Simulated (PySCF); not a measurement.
Species: 1-methyl-1H-indene, C10H10.
Geometry (PBE0-D3(BJ)/def2-SVP, Å), atoms numbered from 1 in this order:
```
atom  x, y, z in Å
C1    -2.128   -1.440   -0.026
C2    -1.439   -0.133   -0.419
C3    -1.730    1.016    0.512
C4    -0.593    1.543    1.006
C5     0.555    0.815    0.468
C6     1.926    0.971    0.670
C7     2.803    0.106    0.013
C8     2.319   -0.897   -0.830
C9     0.944   -1.053   -1.035
C10    0.068   -0.194   -0.388
H11   -1.818   -1.750    0.984
H12   -1.868   -2.249   -0.726
H13   -3.223   -1.328   -0.032
H14   -1.769    0.142   -1.440
H15   -2.743    1.352    0.738
H16   -0.521    2.384    1.699
H17    2.308    1.754    1.330
H18    3.881    0.212    0.160
H19    3.022   -1.566   -1.333
H20    0.573   -1.840   -1.698
```

All values: PBE0/pcSseg-1 (PySCF, non-relativistic), on one gas-phase PBE0-D3(BJ)/def2-SVP geometry that isn't relaxed in the solvent. The solvent is an IEF-PCM continuum (cavity from Bondi-type radii × 1.2). The model holds no explicit solvent molecules, cavitation or dispersion.

Gas phase at PBE0/pcSseg-1: HOMO -6.33 eV, LUMO -0.77 eV, dipole 0.75 D.

Question: What does the continuum do to the energy, the frontier levels and the dipole at PBE0/pcSseg-1 in acetonitrile and dimethylsulfoxide?

Answer: 
| solvent | ε | E(solvent) − E(gas) (kcal/mol) | polarisation term (kcal/mol) | distortion of the solute (kcal/mol) | HOMO (eV) | LUMO (eV) | dipole (D) |
| --- | --- | --- | --- | --- | --- | --- | --- |
| acetonitrile | 35.69 | -3.97 | -4.53 | 0.56 | -6.42 | -0.83 | 1.16 |
| dimethylsulfoxide | 46.83 | -4.02 | -4.59 | 0.57 | -6.42 | -0.83 | 1.17 |

The first energy column is the sum of the next two and covers electrostatics alone. From acetonitrile to dimethylsulfoxide the lowering changes by a factor 1.01, Onsager's factor (ε − 1)/(2ε + 1) by 1.01 and ε itself by 1.3.

Question: Give the dipole vector in the frame of the coordinates (D, pointing from negative to positive charge), gas and dimethylsulfoxide.

Answer: Gas (-0.72, -0.20, -0.11), solvent (-1.10, -0.30, -0.26). Its length changes by +55 % and its direction by 4°.

Question: Which Hirshfeld charges (PBE0/pcSseg-1) respond most in acetonitrile (means over atoms taken as equivalent)?

Answer: 
```csv
atoms,environment,gas (e),solvent (e),change
C5,substituted aromatic carbon,-0.011,-0.021,-0.010
C4,alkene CH carbon,-0.056,-0.065,-0.009
C7,aromatic CH carbon,-0.055,-0.063,-0.008
H20,aromatic hydrogen,+0.048,+0.056,+0.008
C8,aromatic CH carbon,-0.056,-0.064,-0.008
C6,aromatic CH carbon,-0.056,-0.064,-0.008
```
